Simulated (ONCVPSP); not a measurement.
What one change does to a pseudopotential (F (Z = 9), ONCV)

fluorine, optimised norm-conserving Vanderbilt (ONCV), made with ONCVPSP 4.0.1 (LDA (Perdew-Zunger), non-relativistic). Core [He], reference 2s2 2p2 (charge +3). Waves: 2s: rc 0.60 bohr, ncon 5, nbas 9, qcut 9.5 1/bohr, local; 2p: rc 1.40 bohr, ncon 3, nbas 8, qcut 11.7 1/bohr, 1 projector. Local part: the s channel. Core correction: Teter function, fcfact 5.75, rcfact 1.4.

All-electron outer shells of the reference configuration (LDA (Perdew-Zunger), non-relativistic, ld1.x):

```json
{"shell": "1s", "level (eV)": "-736.07", "outermost node (bohr)": "–", "outermost maximum (bohr)": "0.12"}
{"shell": "2s", "level (eV)": "-90.64", "outermost node (bohr)": "0.24", "outermost maximum (bohr)": "0.72"}
{"shell": "2p", "level (eV)": "-72.84", "outermost node (bohr)": "–", "outermost maximum (bohr)": "0.62"}
```

Change: s: qcut 13.5; p: qcut 16.6.

Cutoffs: the cutoffs (Ha) at which the residual kinetic energy of the hardest occupied pseudo-wave falls to 1 and 0.1 mHa per electron; they do not see the model core or the augmentation charge, which bear on the density cutoff. Errors are all-electron minus pseudo energies relative to the spin-unpolarised reference configuration.

Problem. What does the change do?

Solution. The potential gets neither clearly harder nor softer (104 Ha and 535 Ha → 107 Ha and 572 Ha); the s channel sets the loose cutoff, while the largest relative change is in p, which becomes harder; of the 4 tests that both files solve, the error grows in 0 and shrinks in 4 by more than 15 % and 0.3 meV (median size 472.1 → 293.7 meV); neither file shows a bound ghost.

```tsv
quantity	base	changed
cutoff, loose	104 Ha	107 Ha
cutoff, tight	535 Ha	572 Ha
loose cutoff by channel	s 104 Ha, p 43 Ha	s 107 Ha, p 52 Ha
bound ghosts	none	none
GHOST(+) flags under 300 eV	none	none
error for 2s2 2p5, meV [ΔE -118.83 eV]	+588	+359
error for 2s2 2p4, meV [ΔE -99.26 eV]	+422	+264
error for 2s2 2p3, meV [ΔE -60.74 eV]	+161	+103
error for 2s2 2p4.5, meV [ΔE -111.19 eV]	+522	+324
s: phases at 0.61 bohr within 0.05 rad from the reference energy up to (Ha; the scan ends near 5)	to the end of the scan	to the end of the scan
p: phases at 1.42 bohr within 0.05 rad from the reference energy up to (Ha; the scan ends near 5)	-0.4	-0.2
rms error of d²Exc/dni dnj with the model core, mHa	2.89	2.70
```
